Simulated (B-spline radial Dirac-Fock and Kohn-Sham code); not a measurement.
Free-atom binding energies and absorption edges of Nd

Method: Dirac-Fock energy differences between relaxed states, corrected for Breit and QED terms. Computed with a radial finite-basis atomic code. Correlation and solid-state effects are left out.

Two models are given for 1s2 2s2 2p6 3s2 3p6 3d10 4s2 4p6 4d10 4f4 5s2 5p6 6s2. In the first the electron is removed to infinity. In the second it is placed in the 5d shell, so that the atom stays neutral; this mimics a hole screened by valence charge, or the onset of absorption below the ionisation limit. The tabulated edges (Elam, Ravel and Sieber, Radiat. Phys. Chem. 63, 121 (2002)) refer to the element in its standard state, with the Fermi level as zero for a metal.

```csv
level,ionised (eV),screened (eV),tabulated (eV)
1s,43572.0,43566.5,43569.0
2s,7136.7,7131.0,7126.0
2p1/2,6727.1,6721.4,6722.0
2p3/2,6213.3,6207.6,6208.0
3s,1583.6,1578.0,1575.0
3p1/2,1409.3,1403.7,1403.0
3p3/2,1304.8,1299.2,1297.0
3d3/2,1004.8,999.2,1003.3
3d5/2,982.9,977.3,980.4
4s,330.5,324.9,319.2
4p1/2,263.1,257.5,243.3
4p3/2,240.6,235.0,224.6
4d3/2,128.4,122.9,120.5
4d5/2,124.5,118.9,120.5
5s,48.26,42.75,37.50
5p1/2,28.00,22.83,21.10
```

**Question.** Which of the two models lies closer to the table on average?

**Answer.** The screened model lies closer: the mean absolute deviations are 8.0 eV (ionised) and 3.9 eV (screened). Screening lowers the levels by 5.6 eV on average.
